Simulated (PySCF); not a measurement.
A side-by-side comparison of computed properties.

First species: C7H10O2.
SMILES with atom numbers: `[CH3:1][C@H:2]1[CH2:3][C@:4]2([CH2:5][O:6][C:7]2=[O:8])[CH2:9]1` (hydrogens: H10, H11, H12 on C1; H13 on C2; H14, H15 on C3; H16, H17 on C5; H18, H19 on C9)

Structure used (GFN2-xTB), in Å, numbered top down from 1:
```xyz
19
C7H10O2 angstrom
C     -2.1325   -0.0227   -0.9100
C     -1.3118   -0.3164    0.3325
C     -0.0681   -1.1850    0.0594
C      0.8158    0.0614    0.1971
C      2.2071    0.0564    0.8431
O      2.7812    0.5564   -0.3799
C      1.5751    0.5855   -1.0056
O      1.3065    0.9221   -2.1135
C     -0.3849    0.8445    0.7437
H     -1.4873    0.3410   -1.7064
H     -2.6376   -0.9229   -1.2533
H     -2.8844    0.7339   -0.6962
H     -1.9562   -0.6868    1.1313
H     -0.0366   -1.6673   -0.9152
H      0.1325   -1.9199    0.8367
H      2.6145   -0.9234    1.0965
H      2.3585    0.7594    1.6634
H     -0.5779    1.7944    0.2496
H     -0.3239    0.9986    1.8193
```

Second species: C₈H₇FO.
Bonds: C1–C2, C2–C3 (aromatic), C3–C4 (aromatic), C4–C5 (aromatic), C5–C6, C6–O7 (double), C6–F8, C5–C9 (aromatic), C9–C10 (aromatic), C2–C10 (aromatic). Hydrogens: H11, H12, H13 on C1; H14 on C3; H15 on C4; H16 on C9; H17 on C10.

Levels: PBE0/pcSseg-1 for dipole moment, HOMO energy, LUMO energy and HOMO–LUMO gap; GFN2-xTB for rotational constant A and rotational constant C. Geometries: GFN2-xTB. Each structure is a single optimised conformer of the isolated species, non-relativistic unless stated. Electronic properties by PySCF.

Dipoles, sizes and rotational constants follow the conformer. The torsions of the flexible species, by atom-mapped SMILES:
- `[CH3:1][c:2]1[cH:3][cH:4][c:5]([C:6](=[O:7])[F:8])[cH:9][cH:10]1`: C4–C5–C6–O7 0°

```csv
property,column X,column Y
dipole moment,4.81 D,4.37 D
HOMO energy,-7.76 eV,-7.88 eV
LUMO energy,-1.86 eV,0.16 eV
HOMO–LUMO gap,5.90 eV,8.04 eV
rotational constant A,3.786 GHz,2.989 GHz
rotational constant C,0.653 GHz,1.108 GHz
```

Question: Which column belongs to which species?

Answer: Column X is the second species and column Y the first. The first has 19 atoms and 68 electrons, the second 17 and 72.

Question: How does each property change from the first species to the second?

Answer: dipole moment +0.44 D; HOMO energy +0.12 eV; LUMO energy -2.02 eV; HOMO–LUMO gap -2.14 eV; rotational constant A +0.797 GHz; rotational constant C -0.455 GHz.

On the first: A dipole of 4.37 D is allowed in Cs, and pure rotational transitions are dipole-allowed. The dipole equals about 14.6 × 10⁻³⁰ C·m (1 D = 3.33564 × 10⁻³⁰ C·m).

On the second: The dipole matches unit charges of opposite sign 1.00 Å apart (1 e·Å = 4.8032 D).
